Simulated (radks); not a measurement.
Species: Tm. Configuration: [Xe] 4f13 6s2 (the NIST ground configuration). All-electron calculation, Dirac Kohn-Sham, PBEsol, spin-unpolarised, spherical densities, finite nucleus; open shells are shared between the two j in proportion to 2j + 1; Fermi nuclear charge, rms radius 5.2256 fm. Program: a radial shooting solver on a logarithmic mesh with Libxc functionals.

Normalised radial functions P(r) = r R(r) (large component), r in bohr:

r          4f7/2
0.001583  0.0000
0.002163  0.0000
0.002955  0.0000
0.004037  0.0000
0.005515  0.0000
0.007475  0.0000
0.01021   0.0000
0.01395   0.0002
0.01906   0.0005
0.02604   0.0015
0.03557   0.0045
0.0486    0.0127
0.06586   0.0329
0.08998   0.0812
0.1229    0.1819
0.1679    0.3616
0.2294    0.6231
0.3134    0.9087
0.4282    1.1005
0.5803    1.1013
0.7928    0.9262
1.083     0.6712
1.48      0.4285
2.021     0.2443
2.762     0.1264
3.773     0.0606
5.113     0.0265
6.985     0.0092
9.543     0.0024
13.04     0.0004

4f7/2: eigenvalue -2.620 eV, 0 radial nodes, <r> = 0.823 bohr, 90 % of the charge inside 1.45 bohr.
